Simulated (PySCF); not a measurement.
PySCF job for C4H6Si, SMILES C#C[SiH2]C=C, SMD-B3LYP/6-31G*. Geometry optimised at r2SCAN-D4/def2-SVP. One conformer was computed; it need not be the lowest.

```python
import numpy as np
from pyscf import gto, scf, dft
from pyscf.solvent import smd

mol = gto.M(
    atom='''
    C     2.47334137    0.47714592    1.18438367
    C     1.56535945    0.25942918    0.39714819
    Si    0.18116839   -0.07788139   -0.76233415
    C    -1.34909509   -0.59321803    0.17704995
    C    -2.51868126    0.05908776    0.09136973
    H     3.27485242    0.67096189    1.87524304
    H    -0.12258392    1.15491526   -1.54703451
    H     0.62586447   -1.15889064   -1.69331798
    H    -1.29176129   -1.47613914    0.83014683
    H    -2.64025772    0.94960641   -0.53788926
    H    -3.40801827   -0.26478310    0.64582084
    ''',
    basis='6-31G*',
    charge=0,
    spin=0,
    max_memory=1600,
    verbose=3,
)
mf = dft.RKS(mol, xc='b3lyp').density_fit(auxbasis='def2-universal-jkfit')
mf.grids.level = 3
mf.conv_tol = 1e-9
mf.max_cycle = 100
mf.kernel()
res = {}
for name in ['water', 'methanol', 'diethylether']:
    s = mf.SMD()
    s.with_solvent.solvent, s.with_solvent.sasa_ng = name, 194
    s.kernel(mf.make_rdm1())
    res[name] = (s.e_tot, s.with_solvent.get_cds(), s.dip_moment(), s.mo_energy, s.converged)
    print(f'SMD {name}: dG(solv) = {(s.e_tot - mf.e_tot) * 627.509474:.3f} kcal/mol, of which CDS {res[name][1] * 627.509474:.3f}')
```

It prints:

```
converged SCF energy = -445.436412299853
converged SCF energy = -445.432915667581
Dipole moment(X, Y, Z, Debye): -0.58776, -0.05346,  0.88224
SMD water: dG(solv) = 2.194 kcal/mol, of which CDS 6.560
converged SCF energy = -445.438155994957
Dipole moment(X, Y, Z, Debye): -0.58380, -0.05351,  0.87624
SMD methanol: dG(solv) = -1.094 kcal/mol, of which CDS 3.135
converged SCF energy = -445.439129810354
Dipole moment(X, Y, Z, Debye): -0.54235, -0.05468,  0.81489
SMD diethylether: dG(solv) = -1.705 kcal/mol, of which CDS 1.192
```

The calculation finished and met its thresholds.

Cost: roughly 80 core-seconds.
